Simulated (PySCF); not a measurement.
AlFH2OSe. Atoms are numbered in the order given.

```xyz
6

Al    -0.0299    -0.9806     0.0000
F     -1.4909    -1.7766     0.0000
O      1.4339    -1.8287     0.0000
H      1.5407    -2.7843     0.0000
Se    -0.0195     1.3186     0.0000
H      1.4577     1.3190     0.0000
```
Charge 0, spin multiplicity 1.

Coordinates come from a B3LYP-D3(BJ)/def2-SVP optimisation. Other conformers were not sampled.

These are PySCF with M06-2X/def2-TZVPD values and carry that method's errors.

Mulliken values depend strongly on the basis, most of all with diffuse functions as here. ESP charges are fitted to the potential on shells at 1.4 to 2.0 van der Waals radii. Atomic charges (e):

```tsv
atom	Mulliken	meta-Löwdin	ESP fit
Al1	0.68	?	0.92
F2	-0.32	?	-0.39
O3	-0.53	-0.80	-0.82
H4	0.38	?	0.45
Se5	-0.40	-0.25	-0.30
H6	0.19	0.09	0.15
```

Q: Some entries are withheld; supply them. (An estimate is asked for; the answer gives what the named calculation found.)

A: 
- Al1, meta-Löwdin: 1.17
- F2, meta-Löwdin: -0.56
- H4, meta-Löwdin: 0.36
